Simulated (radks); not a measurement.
Values are calculated unless marked as measured or tabulated.
Radial electron density D(r) = 4 pi r^2 rho(r) of an atom or ion with 35 electrons. Code: a radial shooting solver on a logarithmic mesh with Libxc functionals. Model: Dirac Kohn-Sham, relativistic LDA (MacDonald-Vosko exchange, VWN5 correlation), spin-unpolarised, spherical densities, finite nucleus; Fermi nuclear charge, rms radius of each element as measured or else 0.836 A^(1/3) + 0.57 fm.

r (bohr)  D(r) (e/bohr)
0.002272          3.546
0.002911          5.389
0.003761          8.171
0.004858          12.13
0.006275          17.55
0.008106          24.52
0.01039           32.51
0.01342           41.20
0.01733           48.71
0.02239           52.98
0.02892           52.59
0.03706           48.72
0.04788           45.33
0.06185           47.96
0.07989           57.28
0.1032            65.12
0.1322            61.43
0.1708            47.98
0.2207            40.63
0.285             46.37
0.3682            48.99
0.4756            35.54
0.6095            18.51
0.7873            10.93
1.017             9.361
1.314             5.825
1.697             1.889
2.175            0.2967
2.809           0.01693
3.629         0.0002912

What is the nuclear charge?

Answer. Z = 42. The innermost maximum, from 1s, lies near gamma/Z bohr with gamma = sqrt(1 - (Z/c)^2) = 0.952, here 0.0227 bohr (found: 0.0248), and its height grows with Z. The density is that of the molybdenum ion Mo7+ in [Ar] 3d10 4s2 4p5; the configuration itself is not fixed sharply by these data, and Z only to a few units. D(r) has 3 maxima, at r = 0.0248, 0.109, 0.343 bohr, and minima at 0.0498, 0.221 bohr, inside which lie 2.05, 11.12 electrons.
